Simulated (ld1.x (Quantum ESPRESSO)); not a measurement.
# Transferability test, TM semilocal potential for Pm (Z = 61)

Pm, norm-conserving Troullier–Martins (semilocal form), made with ld1.x (Quantum ESPRESSO) 7.5 (PBE, scalar-relativistic). Core [Xe] 4f4, reference 5d1 6s1.75 6p0.25. Waves: 6p (bound): rc 3.65 bohr; 5d (bound): rc 3.10 bohr; 6s (bound): rc 2.95 bohr. Local part: the s channel. Core correction: none.

Energies are relative to the spin-unpolarised reference configuration 5d1 6s1.75 6p0.25; without spin polarisation the order of configurations can differ from experiment.

| valence configuration | charge | ΔE all-electron (eV) | error AE − PS (meV) |
| --- | --- | --- | --- |
| 5d1 6s2 6p0 | 0 | -0.652 | +0.2 |
| 5d1 6s1 6p0 | +1 | 5.707 | +0.7 |
| 5d1 6s0 6p0 | +2 | 17.311 | +187 |
| 5d1.5 6s1.5 6p0 | 0 | -0.052 | +13 |
| 5d2 6s1 6p0 | 0 | 0.644 | +45 |
| 5d1 6s0 6p1 | +1 | 9.019 | +43 |

Task: What are ΔE and the potential's error for 5d0 6s2 6p0?

Result: ΔE = 5.639 eV all-electron; the error (AE − PS) is +188 meV.

Levels in the configuration 5d1 6s1 6p0:

| level | all-electron (eV) | pseudo (eV) |
| --- | --- | --- |
| 5d | -8.547 | -8.561 |
| 6s | -8.890 | -8.870 |
